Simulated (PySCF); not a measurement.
Isomers of C6H9F3O.

All values: PBE0/pcSseg-1 (PySCF) at GFN2-xTB geometries, gas phase, one conformer each.

**Question.** Rank by HOMO energy, highest first.
A. `[CH3:1]/[CH:2]=[CH:3]\[C@H:4]([O:5][CH2:6][F:7])[CH:8]([F:9])[F:10]` with C2–C3–C4–O5 -157°, C3–C4–O5–C6 159°, C4–O5–C6–F7 -68°, C3–C4–C8–F9 74°
B. `[F:1][CH:2]([F:3])[O:4][C@@H:5]1[CH2:6][CH2:7][CH2:8][C@H:9]1[F:10]` with F1–C2–O4–C5 -91°, C2–O4–C5–C6 -168°, O4–C5–C6–C7 -144°, C5–C6–C7–C8 38°, C6–C7–C8–C9 -39°, C7–C8–C9–F10 -92°
C. `[CH2:1]=[CH:2][C@:3]([CH3:4])([O:5][CH2:6][F:7])[CH:8]([F:9])[F:10]` with C1–C2–C3–C4 -89°, C2–C3–O5–C6 -67°, C3–O5–C6–F7 -85°, C2–C3–C8–F9 -78°

**Answer.** A (-7.69 eV), C (-7.98 eV), B (-8.68 eV).

All values together:

```tsv
SMILES	μ (D)	HOMO (eV)	LUMO (eV)	lowest IAO charge (e)	highest IAO charge (e)	lowest Hirshfeld charge (e)	highest Hirshfeld charge (e)
FC(F)O[C@@H]1CCC[C@H]1F	2.70	-8.68	1.07	-0.365 (O)	+0.608 (C)	-0.133 (O)	+0.203 (C)
C/C=C\[C@H](OCF)C(F)F	2.15	-7.69	-0.01	-0.431 (C)	+0.433 (C)	-0.133 (F)	+0.141 (C)
C=C(C)[C@H](OCF)C(F)F	3.25	-7.91	-0.25	-0.435 (C)	+0.450 (C)	-0.127 (O/F)	+0.145 (C)
C=C[C@](C)(OCF)C(F)F	2.23	-7.98	-0.21	-0.417 (C)	+0.422 (C)	-0.127 (C/O/F)	+0.141 (C)
```

Conformers: `[F:1][CH:2]([F:3])[O:4][C@@H:5]1[CH2:6][CH2:7][CH2:8][C@H:9]1[F:10]` with F1–C2–O4–C5 -91°, C2–O4–C5–C6 -168°, O4–C5–C6–C7 -144°, C5–C6–C7–C8 38°, C6–C7–C8–C9 -39°, C7–C8–C9–F10 -92°; `[CH3:1]/[CH:2]=[CH:3]\[C@H:4]([O:5][CH2:6][F:7])[CH:8]([F:9])[F:10]` with C2–C3–C4–O5 -157°, C3–C4–O5–C6 159°, C4–O5–C6–F7 -68°, C3–C4–C8–F9 74°; `[CH2:1]=[C:2]([CH3:3])[C@H:4]([O:5][CH2:6][F:7])[CH:8]([F:9])[F:10]` with C1–C2–C4–O5 -122°, C2–C4–O5–C6 71°, C4–O5–C6–F7 69°, C2–C4–C8–F9 -161°; `[CH2:1]=[CH:2][C@:3]([CH3:4])([O:5][CH2:6][F:7])[CH:8]([F:9])[F:10]` with C1–C2–C3–C4 -89°, C2–C3–O5–C6 -67°, C3–O5–C6–F7 -85°, C2–C3–C8–F9 -78°.
